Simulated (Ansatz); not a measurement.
Job for Ansatz (a quantum-chemistry and plane-wave program): R-B3LYP/def2-TZVPPD on C3H3NO (a complex), monomers drawn apart or pushed together. Files ending in .json are basis or fitting sets from the Basis Set Exchange.

Ansatz 0.2 input:
```yaml
crystal:
  periodic: [false, false, false]
  atoms:
    - {symbol: C, position_ang: [0.00458774, 0.66494609, 0.94823854]}
    - {symbol: O, position_ang: [-0.17767880, 0.06785849, 0.01361153]}
    - {symbol: C, position_ang: [0.55001577, 0.38722764, 5.84293422]}
    - {symbol: C, position_ang: [0.32547806, -0.91703468, 5.24244892]}
    - {symbol: N, position_ang: [0.14805293, -1.94232451, 4.75373125]}
    - {symbol: H, position_ang: [-0.24044110, 0.61361879, 6.55894896]}
    - {symbol: H, position_ang: [1.50917912, 0.40324958, 6.36110287]}
    - {symbol: H, position_ang: [0.55352753, 1.15016225, 5.06400108]}
basis:
  gaussian:
    orbitals: def2-TZVPPD.json
hamiltonian:
  xc: {name: B3LYP}
scf: {lower_state_search: off}
```

Q: Predict the final total energy.

A: -246.1750 hartree.
